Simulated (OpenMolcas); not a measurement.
# Ni2+: moving or changing the point charges

Ni2+ among 4 point charges of -1.5 e arranged as a tetrahedron (Td), 2.11 Å from the ion.
```
   1.2182    1.2182    1.2182  -1.50
   1.2182   -1.2182   -1.2182  -1.50
  -1.2182    1.2182   -1.2182  -1.50
  -1.2182   -1.2182    1.2182  -1.50
```

```
Program             : OpenMolcas
Method              : CASSCF
Basis               : ANO-RCC-VTZP [6s5p3d2f1g]
Scalar Hamiltonian  : DKH2, point nucleus
Active space        : 8 electrons in 5 orbitals (3d)
State averaging     : 2S+1 = 3 even, 10 roots; 2S+1 = 1 even, 15 roots
Spin-orbit coupling : state interaction with AMFI integrals over the reference wave functions
```

Runs around this geometry, states (labels of Td). Energies in cm-1 above the lowest state or level, χT in cm3 K/mol; under a threefold ground state the first gap can be a small split of the lowest multiplet, not the spin-orbit step; 10Dq and B are least-squares fits to the states below 45000 cm-1, weighted by degeneracy, with a free offset, and given where the rms deviation is under 5 % of |10Dq| (or 100 cm-1) and under 700 cm-1; 10Dq is negative for this site.

| R (Å) | q (e) | Ground state | First state of that spin | 10Dq | B (rms of fit) | First gap with spin-orbit (degeneracies) | χT at 300 K | First state of another spin |
| --- | --- | --- | --- | --- | --- | --- | --- | --- |
| 2.11 | -0.98 | 3T1 | 3T2 450.2 | -539 | 1319 (17) | 136.9 (1, 3) | 3.687 | 1T2 16575 |
| 2.11 | -1.5 | 3T1 | 3T2 642.9 | -768 | 1317 (21) | 179.1 (1, 3) | 3.536 | 1T2 16645 |
| 2.31 | -1.5 | 3T1 | 3T2 434.0 | -519 | 1319 (17) | 133.0 (1, 3) | 3.700 | 1T2 16568 |

Taking |10Dq| as R^-n, n = -ln(519 / 768) / ln(2.31 / 2.11) = 4.3 between the shortest and longest distance. The point-charge formula for a cubic d site gives n = 5.

Scaling the charges by -0.98 / -1.5 = 0.65 scales |10Dq| by 539 / 768 = 0.70; with fixed orbitals a first-order splitting would follow the charge.

An orbital triplet at a regular site is open to Jahn-Teller coupling, which can distort the site and quench the lowest spin-orbit gaps and is left out. Without dynamic correlation the repulsion within the d shell is too large (B by tens of per cent), so at a given field states of lower spin stand too high. The ground term spreads over less than 5000 cm-1, several times less than with real ligands, so orbital moments are less quenched and χT lies further from the spin-only value than at real sites. Point charges carry no covalency, so the field is a model and not that of real ligands. No measured value stands beside these numbers.
